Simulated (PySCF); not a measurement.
Predicted spectroscopic data

Method: geometry: GFN2-xTB, PBE0/pcSseg-1 with gauge-including orbitals, in PySCF 2.14 (a single conformation, non-relativistic Hamiltonian, rapidly exchanging positions averaged, gas phase).

Referencing at the same level of theory: TMS for 1H, 13C. Splittings of carbon signals by F and P are missing where no couplings were computed. Where no couplings were computed, multiplicities follow the n + 1 count of equivalent neighbours, and m marks all less simple cases (inequivalent or close neighbours, rings, F or P nearby). Shifts are as computed. Against solution values, carbons near 30 ppm lie about +3 ppm off and those near 130 ppm about +5 ppm. Of 1211 compounds with measured shifts, 218 miss one by over three times the rms of a fit or turn the order of signals round; such compounds aren't used in these exercises.

Compound 1 (C$_{8}$H$_{13}$OP). 1H NMR (500 MHz, computed): δ 6.88 (m, 1H), 2.79 (m, 3H), 1.37 (s, 9H). 13C{1H} NMR (computed): δ 200.6 (C), 177.0 (C), 124.8 (CH), 36.5 (C), 32.8 (CH3), 21.6 (CH3). Structure: `InChI=1S/C8H13OP/c1-6-9-7(5-10-6)8(2,3)4/h5H,1-4H3`.

Compound 2 (C$_{8}$H$_{13}$OP). 1H NMR (500 MHz, computed): δ 6.76 (m, 1H), 6.60 (m, 1H), 6.19 (m, 1H), 2.11 (s, 3H), 1.49 (m, 1H), 1.43 (m, 3H), 1.12 (m, 3H). 13C{1H} NMR (computed): δ 142.7, 142.3, 107.6, 82.6, 36.5, 16.7, 15.5, 5.4. Structure: SMILES C=C[P@@](=O)(C#CC)C(C)C.
